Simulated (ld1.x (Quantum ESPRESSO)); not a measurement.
**u(r) = r·R(r): atom against pseudo-atom (S)**

Columns: radius, all-electron u(r) and pseudo u(r) of the 3s shell (level -17.19 eV) of sulfur in the configuration [Ne] 3s2 3p4; PW91, non-relativistic, RRKJ scheme, ld1.x (Quantum ESPRESSO) 7.5.

```
r (bohr)  all-electron  pseudo
   0.070        0.1952  0.0247
   0.140       -0.0392  0.0488
   0.210       -0.2674  0.0724
   0.280       -0.3879  0.0963
   0.350       -0.4023  0.1225
   0.420       -0.3385  0.1537
   0.490       -0.2262  0.1925
   0.560       -0.0888  0.2408
   0.630        0.0565  0.2992
   0.700        0.1983  0.3666
   0.770        0.3297  0.4402
   0.840        0.4465  0.5159
   0.910        0.5472  0.5895
   0.980        0.6314  0.6566
   1.050        0.6997  0.7142
   1.120        0.7529  0.7608
   1.190        0.7922  0.7958
   1.260        0.8190  0.8201
   1.330        0.8346  0.8348
   1.400        0.8407  0.8407
   1.470        0.8386  0.8386
   1.540        0.8296  0.8296
   1.610        0.8150  0.8150
   1.680        0.7958  0.7958
   1.750        0.7731  0.7731
   1.820        0.7477  0.7477
```

How many radial nodes do the two functions have?

The all-electron 3s function has n − l − 1 = 2; the pseudo-wave has 0, since the states of the same l below it are removed with the core.

At about which radius was the pseudo-wave matched?

1.40 bohr, where the columns begin to agree (steps of 0.07 bohr).

Is the pseudo-wave norm-conserving?

Yes: the RRKJ scheme keeps the norm inside the radius equal to the all-electron one, which fixes the energy derivative of the logarithmic derivative at the level.
